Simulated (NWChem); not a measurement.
ZnCl2; SMILES [Cl][Zn][Cl]

Problem. Give the equilibrium geometry at PBE0/def2-SVP (NWChem) as a list of bonds and angles, with the point group.

Solution. point group D*h; any orientation.
Bond lengths (Å): Zn1–Cl2 2.097, Zn1–Cl3 2.097. Bond angles (°): Cl2–Zn1–Cl3 180.0.
